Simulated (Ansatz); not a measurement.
This geometry of CH6BFSi (10 atoms, charge 0, multiplicity 1) is a first-order saddle point.

Theory: Ansatz 0.2.0, RKS BHLYP/def2-SVP.

```xyz
10
Properties=species:S:1:pos:R:3
B -0.902 1.404 -0.734
Si -0.084 -0.439 -0.648
C 0.665 -0.718 1.083
F 1.505 0.326 1.399
H -0.200 2.364 -0.589
H -2.067 1.595 -0.936
H 1.005 -0.543 -1.655
H -1.040 -1.551 -0.890
H -0.116 -0.784 1.849
H 1.235 -1.653 1.121
```

(1) Which two structures does it join? (They come from a converged band through this point; their orientation in space is the band's.)

(2) How far does it lie above each of them?

Results:

(1) No bond is made or broken. The dihedral H5–B1–Si2–C3 goes from 148 to -34°. The two ends are copies of one structure, up to a mirror image or an exchange of like atoms.

Image 0:

```xyz
10
Properties=species:S:1:pos:R:3
B -0.702 1.518 -0.708
Si 0.130 -0.318 -0.699
C 0.405 -0.897 1.091
F 1.108 0.088 1.759
H -0.486 2.318 -1.574
H -1.478 1.828 0.151
H 1.419 -0.387 -1.430
H -0.820 -1.265 -1.350
H -0.549 -1.052 1.608
H 0.972 -1.832 1.153
```

Image 6:

```xyz
10
Properties=species:S:1:pos:R:3
B -0.705 1.516 -0.710
Si 0.127 -0.320 -0.697
C 0.410 -0.894 1.093
F 1.118 0.093 1.753
H -1.469 1.835 0.156
H -0.503 2.306 -1.588
H 1.413 -0.390 -1.433
H -0.825 -1.269 -1.343
H -0.541 -1.048 1.616
H 0.976 -1.829 1.154
```

(2) 0.033 eV above the first and 0.033 eV above the second. This is the barrier of this one path; another mechanism may lie lower.

Time of the run: 91 s on 1 thread of Intel(R) Xeon(R) Platinum 8488C (Sapphire Rapids), with other jobs on the host, peak memory 0.27 GiB.
